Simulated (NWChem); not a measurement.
System meant: C2HF2I; SMILES F/C=C(\F)I

NWChem input:

```
start job
memory heap 200 mb stack 900 mb global 1100 mb
geometry units angstroms noautoz
  F     -0.524350     3.138879     0.000000
  C     -0.751367     1.834179     0.000000
  C      0.252029     0.955100     0.000000
  F      1.515026     1.331180     0.000000
  I     -0.064020    -1.106355     0.000000
  H     -1.802341     1.541353     0.000000
end
basis spherical
  F library def2-svp
  C library def2-svp
  I library def2-svp
  H library def2-svp
end
dft
  xc xpbe96 cpbe96
  iterations 150
  mulliken
end
task dft energy
```

End of the output:

```
             Grid Information
             ----------------
          Grid used for XC integration:  medium
          Radial quadrature: Mura-Knowles
          Angular quadrature: Lebedev.
          Tag              B.-S. Rad. Rad. Pts. Rad. Cut. Ang. Pts.
          ---              ---------- --------- --------- ---------
          F                   0.50       49          11.0       434
          C                   0.70       49          10.0       434
          I                   1.40      123          10.0       590
          H                   0.35       45          10.0       434
          Grid pruning is: on
          Number of quadrature shells:   364
          Spatial weights used:  Erf1

          Convergence Information
          -----------------------
          Convergence aids based upon iterative change in
          total energy or number of iterations.
          Levelshifting, if invoked, occurs when the
          HOMO/LUMO gap drops below (HL_TOL):  1.00D-02
          DIIS, if invoked, will attempt to extrapolate
          using up to (NFOCK): 10 stored Fock matrices.

                    Damping( 0%)  Levelshifting(0.5)       DIIS
                  --------------- ------------------- ---------------
          dE  on:    start            ASAP                start
          dE off:    2 iters        150 iters           150 iters

      Screening Tolerance Information
      -------------------------------
          Density screening/tol_rho:  1.00D-10
          AO Gaussian exp screening on grid/accAOfunc:  14
          CD Gaussian exp screening on grid/accCDfunc:  20
          XC Gaussian exp screening on grid/accXCfunc:  20
          Schwarz screening/accCoul:  1.00D-08

      Superposition of Atomic Density Guess
      -------------------------------------

      charge =      53.0 I (Iodine)

      symmetry species            s     p     d     f
      number of basis functions =10     7     6
      number of cont. functions = 4     4     2
      number of closed shells   = 5     3     2
      number of open shells     = 0     1     0
      open shell occupation     = 0     5     0
 ------------------------------------------------------------------------
 atomscf:atomd: error in atom scf                   0
 ------------------------------------------------------------------------
 ------------------------------------------------------------------------
  current input line :
    22: task dft energy
 ------------------------------------------------------------------------
 ------------------------------------------------------------------------
 This error has not yet been assigned to a category
 ------------------------------------------------------------------------
 For more information see the NWChem manual at https://nwchemgit.github.io

0:atomscf:atomd: error in atom scf:Received an Error in Communication
```

Task: What is wrong, and how is it mended?

Result: The run crashed. Cause: the def2 basis of a heavy element holds valence functions alone and wants its effective core potential (without it all electrons must fit into that basis). This input runs:
```
start job
memory heap 200 mb stack 900 mb global 1100 mb
geometry units angstroms noautoz
  F     -0.524350     3.138879     0.000000
  C     -0.751367     1.834179     0.000000
  C      0.252029     0.955100     0.000000
  F      1.515026     1.331180     0.000000
  I     -0.064020    -1.106355     0.000000
  H     -1.802341     1.541353     0.000000
end
basis spherical
  * library def2-svp
end
ecp
  I library def2-ecp
end
dft
  xc xpbe96 cpbe96
  iterations 150
  mulliken
end
task dft energy
```
It converges to -573.64045 Ha (PBE/def2-SVP with def2 effective core potentials on I).
